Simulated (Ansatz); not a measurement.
Reaction (silylene loss): `CC(F)S[SiH3]` → `CC(F)S` + `[SiH2]`

Program: Ansatz. Geometries: PBE0-D4/def2-TZVP. ΔE: electronic, gas phase. CBS: MP2 limit from def2 TZ/QZ plus the TZ coupled-cluster correction, frozen cores. This one scheme is used for every species. Functionals use def2-TZVPP. B3LYP here is the variant with VWN-RPA as its local correlation; programs differ in this. One conformer a species, not always the lowest.

```tsv
level	ΔE (kJ/mol)	difference from CCSD(T)/CBS
PBE-D4	291.1	4.4
r2SCAN-D4	308.0	21.3
PBE0-D4	299.3	12.6
B3LYP-D4	282.0	-4.7
ωB97X-V	295.5	8.8
ωB97M-V	281.0	-5.7
B2PLYP	279.5	-7.2
PBE	281.1	-5.6
r2SCAN	305.3	18.6
PBE0	290.5	3.8
B3LYP	265.9	-20.8
HF/def2-TZVPP	264.1	-22.6
MP2/def2-TZVPP	300.7	14.0
SCS-MP2/def2-TZVPP	286.7	0.0
CCSD/def2-TZVPP	271.8	-14.9
CCSD(T)/def2-TZVPP	277.5	-9.2
HF/def2-QZVPP	264.5	-22.2
MP2/def2-QZVPP	306.1	19.4
SCS-MP2/def2-QZVPP	292.3	5.6
HF/CBS(def2)	264.5	-22.2
MP2/CBS(def2)	309.9	23.2
CCSD/CBS(def2)	281.0	-5.7
CCSD(T)/CBS	286.7	0
```

Largest T1 diagnostic among the species: 0.014.

In def2-TZVPP, CCSD(T) changes the Hartree–Fock value by +13.4 kJ/mol (the triples alone add +5.7 kJ/mol) and MP2 by +36.6 kJ/mol. The D4 term adds +16.1 kJ/mol with B3LYP and +8.8 kJ/mol with PBE0; it sums over pairs of atoms, weighted by their polarisabilities, and B3LYP, whose exchange is more repulsive, gets the larger term.
